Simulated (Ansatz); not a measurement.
C4H12S4Sn, SMILES `C[S][Sn]([S]C)([S]C)[S]C`, relaxed with RKS PBE0-D4/def2-TZVP in the Gaussian-basis code of Ansatz from a PBE-D4/def2-SVP geometry. The force threshold is 0.005 eV/Å; the program also tests the step.

Charge 0, multiplicity 1. Sn takes the def2 core potential.

Start:

```xyz
21

C    -2.585   -1.661    1.002
S    -2.290   -0.692   -0.537
Sn   -0.014   -0.002    0.007
S     1.421   -1.947    0.338
C     1.190   -2.662   -1.344
S     0.032    1.289    2.077
C    -1.072    2.648    1.502
S     0.798    1.348   -1.856
C     2.474    1.675   -1.164
H    -3.610   -2.072    0.917
H    -2.527   -1.017    1.902
H    -1.865   -2.497    1.096
H     1.540   -1.964   -2.130
H     0.130   -2.925   -1.527
H     1.804   -3.583   -1.376
H    -2.083    2.269    1.256
H    -0.646    3.168    0.622
H    -1.148    3.362    2.344
H     2.413    2.238   -0.212
H     3.034    0.734   -1.002
H     3.005    2.290   -1.916
```

(1) How much energy does the relaxation release, and in how many steps? (Best estimate.)

(2) Which bonds change most? (Best estimate.)

(3) Give the relaxed structure. (Best estimate.)

Results:

(1) The calculation gave: 0.14 eV, in 6 steps.

(2) Ansatz gave: Sn3–S8 from 2.440 to 2.391 Å; Sn3–S4 from 2.440 to 2.390 Å; S2–Sn3 from 2.439 to 2.390 Å; Sn3–S6 from 2.439 to 2.390 Å.

(3) Computed: 
```xyz
21

C    -2.577   -1.623    0.963
S    -2.233   -0.664   -0.545
Sn   -0.003    0.000    0.002
S     1.401   -1.904    0.345
C     1.194   -2.658   -1.298
S     0.050    1.249    2.039
C    -1.052    2.602    1.523
S     0.774    1.319   -1.834
C     2.437    1.679   -1.188
H    -3.592   -2.005    0.858
H    -2.522   -0.995    1.851
H    -1.889   -2.463    1.061
H     1.552   -1.994   -2.084
H     0.152   -2.919   -1.483
H     1.795   -3.567   -1.296
H    -2.046    2.229    1.276
H    -0.639    3.143    0.671
H    -1.126    3.279    2.374
H     2.384    2.235   -0.252
H     3.009    0.763   -1.041
H     2.932    2.293   -1.940
```
